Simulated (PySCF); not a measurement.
**Run times: ruthenium in x2c-QZVPPall**

Measured wall times of calculations with PySCF 2.14 in x2c-QZVPPall (13s8p7d4f2g, 118 functions), with the spin-free X2C one-electron Hamiltonian (Gaussian nucleus), run from one Python driver. Hardware: 1 thread of Neoverse-V2 on a shared host, 1.3 GiB allowed. The two-electron integrals over 118 functions were computed once and kept in memory (2.4 CPU seconds with the set-up); the times below exclude them. Kohn-Sham runs start from converged Hartree-Fock orbitals.

Launch command (the driver calls PySCF for each step listed in the task file):

```bash
OMP_NUM_THREADS=1 python atomrun2.py TASK.json OUT
```

```
         species                           step  iterations  wall time (s)
Ru⁺ [Kr] 4d6 5s1  UHF with spin-orbit constants           7            3.3
Ru⁺ [Kr] 4d6 5s1                            LDA           7            2.3
Ru⁺ [Kr] 4d6 5s1                            PBE           7            3.6
Ru⁺ [Kr] 4d6 5s1                           PBE0           7              5
Ru⁺ [Kr] 4d6 5s1                         r2SCAN           7            8.8
Ru⁺ [Kr] 4d6 5s1                         PBEsol           7            3.6
Ru⁺ [Kr] 4d6 5s1                          M06-L           7            8.8
Ru⁺ [Kr] 4d6 5s1                        LC-wPBE           7            7.4
Ru⁺ [Kr] 4d6 5s1              MP2 (7 electrons)                        1.1
```

Roughly how long does MP2 (15 electrons) take for Ru⁺ [Kr] 4d6 5s1 here?

About 1.6 s.

Peak memory of the process: 0.7 GiB. Times on a shared host vary from run to run.
